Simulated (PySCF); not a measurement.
CH3BrFIn, SMILES [CH3][In]([F])[Br].

The structure is a stationary point at B3LYP-D3(BJ)/def2-SVP. The structure was generated by enumeration; whether it is a known compound was not checked. The def2 effective core potentials stand for the cores of In; spin–orbit coupling is left out.

The numbers are results of B3LYP-D3(BJ)/def2-SVP (PySCF), not measurements.

Frequencies are harmonic and unscaled.

Estimate the vibrational spectrum. (The exact figures need the calculation; the answer reports its results.)


```json
[
 {"mode": "1", "ν (cm⁻¹)": "25", "IR (km/mol)": "0.0", "Raman (Å⁴/amu)": "0.0", "depolarisation": "–", "moving atoms (share of kinetic energy)": "H 98 %"},
 {"mode": "2", "ν (cm⁻¹)": "85", "IR (km/mol)": "1.6", "Raman (Å⁴/amu)": "3.6", "depolarisation": "0.71", "moving atoms (share of kinetic energy)": "C 43 %, H 20 %, In 18 %, Br 14 %"},
 {"mode": "3", "ν (cm⁻¹)": "112", "IR (km/mol)": "9.0", "Raman (Å⁴/amu)": "0.5", "depolarisation": "0.75", "moving atoms (share of kinetic energy)": "In 34 %, F 26 %, C 23 %, H 13 %"},
 {"mode": "4", "ν (cm⁻¹)": "129", "IR (km/mol)": "19.1", "Raman (Å⁴/amu)": "2.4", "depolarisation": "0.67", "moving atoms (share of kinetic energy)": "F 72 %, Br 9 %"},
 {"mode": "5", "ν (cm⁻¹)": "246", "IR (km/mol)": "30.4", "Raman (Å⁴/amu)": "11.1", "depolarisation": "0.20", "moving atoms (share of kinetic energy)": "Br 60 %, In 36 %"},
 {"mode": "6", "ν (cm⁻¹)": "497", "IR (km/mol)": "11.3", "Raman (Å⁴/amu)": "39.5", "depolarisation": "0.20", "moving atoms (share of kinetic energy)": "C 70 %, H 16 %, In 11 %"},
 {"mode": "7", "ν (cm⁻¹)": "600", "IR (km/mol)": "63.1", "Raman (Å⁴/amu)": "5.2", "depolarisation": "0.31", "moving atoms (share of kinetic energy)": "F 84 %, In 15 %"},
 {"mode": "8", "ν (cm⁻¹)": "728", "IR (km/mol)": "26.8", "Raman (Å⁴/amu)": "0.2", "depolarisation": "0.75", "moving atoms (share of kinetic energy)": "H 86 %, C 14 %"},
 {"mode": "9", "ν (cm⁻¹)": "755", "IR (km/mol)": "47.7", "Raman (Å⁴/amu)": "1.4", "depolarisation": "0.74", "moving atoms (share of kinetic energy)": "H 85 %, C 15 %"},
 {"mode": "10", "ν (cm⁻¹)": "1177", "IR (km/mol)": "7.5", "Raman (Å⁴/amu)": "28.2", "depolarisation": "0.21", "moving atoms (share of kinetic energy)": "H 83 %, C 17 %"},
 {"mode": "11", "ν (cm⁻¹)": "1427", "IR (km/mol)": "2.2", "Raman (Å⁴/amu)": "9.8", "depolarisation": "0.75", "moving atoms (share of kinetic energy)": "H 95 %"},
 {"mode": "12", "ν (cm⁻¹)": "1431", "IR (km/mol)": "2.3", "Raman (Å⁴/amu)": "7.5", "depolarisation": "0.75", "moving atoms (share of kinetic energy)": "H 95 %"},
 {"mode": "13", "ν (cm⁻¹)": "3057", "IR (km/mol)": "2.0", "Raman (Å⁴/amu)": "154.3", "depolarisation": "0.01", "moving atoms (share of kinetic energy)": "H 98 %"},
 {"mode": "14", "ν (cm⁻¹)": "3171", "IR (km/mol)": "0.0", "Raman (Å⁴/amu)": "110.1", "depolarisation": "0.75", "moving atoms (share of kinetic energy)": "H 90 %, C 10 %"},
 {"mode": "15", "ν (cm⁻¹)": "3186", "IR (km/mol)": "0.2", "Raman (Å⁴/amu)": "88.7", "depolarisation": "0.75", "moving atoms (share of kinetic energy)": "H 90 %, C 10 %"}
]
```
